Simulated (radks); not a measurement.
The numbers below are computed, except where a source is named.
Excited configurations of He: one electron is placed in a higher orbital outside 1s1. The ground configuration is [He]. Code: a radial shooting solver on a logarithmic mesh with Libxc functionals. Model: non-relativistic Kohn-Sham, LDA (Slater exchange, Perdew-Wang correlation), spin-polarised, spherical densities, point nucleus; open shells are filled with parallel spins first. Excitation = E - E(ground); binding = E(ion) - E, where the ion is the core of charge +1; n* = 1/sqrt(2 binding) in atomic units, and the quantum defect is n - n*.

outer orbital  excitation (eV)  binding (eV)     n*  quantum defect  eigenvalue (eV)
2p                      20.532         3.759  1.902           0.098           -1.782
4d                      23.329         0.962  3.760           0.240           -0.575
5s                      23.560         0.731  4.314           0.686           -0.488
6s                      23.782         0.509  5.170           0.830           -0.348
6f                      23.838         0.454  5.477           0.523           -0.293
7s                      23.916         0.375  6.021           0.979           -0.262

The Delta-SCF ionisation energy is 24.291 eV (NIST Atomic Spectra Database: 24.587 eV, measured). Self-interaction in the functional shifts the binding energies and quantum defects, so they are the method's values and not measured ones.
